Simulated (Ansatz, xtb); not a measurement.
Isomers of C5H6BClO in order of energy

10 gas-phase structures of C5H6BClO, from a drawn sample of its isomers (lower ones may exist). Each was relaxed with GFN2-xTB; where two conformers were screened, the lower at r2SCAN-D4/def2-SVP is listed:

A. `COC1=C(Cl)BC=C1`, a singlet
B. `COC1=CC=CB1Cl`, a singlet
C. `COC1=C(Cl)C=CB1`, a singlet
D. `COC1=CBC=C1Cl`, a singlet
E. `COB1C=CC(Cl)=C1`, a singlet
F. `COB1C=CC=C1Cl`, a singlet
G. `COC1=CBC(Cl)=C1`, a singlet
H. `COC1=CC=C(Cl)B1`, a singlet
I. `COC1=CC(Cl)=CB1`, a singlet
J. `COC1=CB(Cl)C=C1`, a singlet

Q: Estimate their order in r2SCAN-D4/def2-SVP energy at these geometries, lowest first.

A: Calculated order at r2SCAN-D4/def2-SVP: E (0.0), J (0.2), F (2.8), B (12.3), D (37.5), G (38.0), I (42.6), A (44.7), H (49.7), C (50.6) kcal/mol. Less than 1 kcal/mol parts E and J; D and G; H and C, so the order within those pairs means little.

Energies above the lowest of each column, in kcal/mol; the last columns are at PBE-D3(BJ)/def2-SVP geometries and were run for some of them only (a dash: not run or not comparable):

```tsv
structure	GFN2-xTB	HF/STO-3G	r2SCAN-D4/def2-SVP	PBE-D3(BJ)/def2-SVP	CCSD(T)/def2-SVP + ΔMP2/def2-TZVPP
E	0.0	0.0	0.0	0.1	0.0
J	3.0	6.1	0.2	0.0	3.1
F	0.8	0.2	2.8	2.6	3.1
B	9.3	16.9	12.3	11.0	16.0
D	22.9	40.7	37.5	–	–
G	22.8	40.0	38.0	–	–
I	24.6	46.2	42.6	–	–
A	26.7	41.8	44.7	–	–
H	29.0	45.9	49.7	–	–
C	29.7	48.3	50.6	–	–
```

Every level run on E puts it lowest or level with the lowest. CCSD(T)/def2-SVP + ΔMP2/def2-TZVPP orders those it was run on as E (0.0), F (3.1), J (3.1), B (16.0) kcal/mol. Less than 1 kcal/mol parts F and J, so the order within that pair means little. Flexible structures stand in one conformer each, not always the lowest. Frequencies (GFN2-xTB) were run for B, E, F, J alone. ΔMP2 is the change of the MP2 energy from the smaller to the larger basis.

Over these structures GFN2-xTB departs from r2SCAN-D4/def2-SVP by 8.3 kcal/mol on average once a common shift is removed. A GFN2-xTB relaxation took about 0.066 s and the r2SCAN-D4/def2-SVP energy about 3.6 s on a shared host (Ansatz 0.2.0, xtb 6.7.1).
